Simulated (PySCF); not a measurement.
# Trend along group 14: MNa molecules

PBE0 with double-zeta basis sets in PySCF, for the lowest determinant that a PBE0 search found; no spin–orbit coupling. De refers to high-spin ground-configuration atoms. A positive dipole means M(−)Na(+).

```csv
M,basis,state (unpaired electrons),Re (Å),ωe (cm⁻¹),De (eV),μ (D)
C,cc-pVDZ,"quartet (σ ↑, π ↑↑)",2.236,431,1.95,7.26
Si,def2-SVPD,"quartet (σ ↑, π ↑↑)",2.706,255,1.45,7.09
Ge,cc-pVDZ/cc-pVDZ-PP,"quartet (σ ↑, π ↑↑)",2.754,203,1.28,6.87
Sn,def2-SVP,"quartet (σ ↑, π ↑↑)",2.918,180,1.18,7.02
Pb,def2-SVP,"quartet (σ ↑, π ↑↑)",2.968,165,1.06,6.59
```

The shortest bond is that of NaC (2.236 Å), the longest that of NaPb (2.968 Å).

The rows differ in basis set, which adds steps of its own.

Relativity is treated differently too: C no relativity; Si no relativity; Ge scalar-relativistic core potentials; Sn scalar-relativistic core potentials; Pb scalar-relativistic core potentials.

Down a group bonds as a rule get longer and wavenumbers fall, partly through the reduced mass; this series shows no clear exception.

Spin–orbit coupling is left out, which matters for elements this heavy, above all for dissociation energies. States were picked by a PBE0 search and need not be the measured ground states.
